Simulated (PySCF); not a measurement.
## Pb⁶³⁺ (lead, charge +63) across methods

[Ar] 3d1, 2D determinant. All numbers are calculated (PySCF 2.14, no relativity, point nucleus, in an uncontracted even-tempered set (16 s from 18 bohr⁻², ratio 2.5; 10 p from 23 bohr⁻², ratio 2.5; 7 d from 23 bohr⁻², ratio 2.5; 4 f from 81 bohr⁻², ratio 2.7; 3 g from 120 bohr⁻², ratio 2.7)).

| method | E (hartree) | mean ε 3p α (eV) | mean ε 3p β (eV) | mean ε 3d α (eV) | Σ⟨r²⟩ (bohr²) | ⟨S²⟩ |
| --- | --- | --- | --- | --- | --- | --- |
| PBE | -15267.60 | -7017.2 | -7010.6 | -6735.1 | 0.3538 | 0.750 |
| LDA | -15258.23 | -7015.1 | -7008.2 | -6731.5 | 0.3540 | 0.750 |
| UHF | -15267.19581 | -7088.7 | -7074.7 | -6811.1 | 0.3540 | 0.750 |
| BHandHLYP | -15268.45 | -7053.8 | -7043.4 | -6774.3 | 0.3539 | 0.750 |
| PBE0 | -15267.73 | -7035.6 | -7027.2 | -6754.4 | 0.3538 | 0.750 |
| r2SCAN | -15268.18 | -7024.2 | -7016.4 | -6742.3 | 0.3539 | 0.750 |

**Question.** Estimate the same row for r2SCANh.

**Answer.** E (hartree) = -15268.18; mean ε 3p α (eV) = -7030.8; mean ε 3p β (eV) = -7022.4; mean ε 3d α (eV) = -6749.3; Σ⟨r²⟩ (bohr²) = 0.3539; ⟨S²⟩ = 0.750.

A non-relativistic calculation at this Z misses sizeable relativistic shifts. Spin-orbit coupling, absent here, splits the open shell strongly.
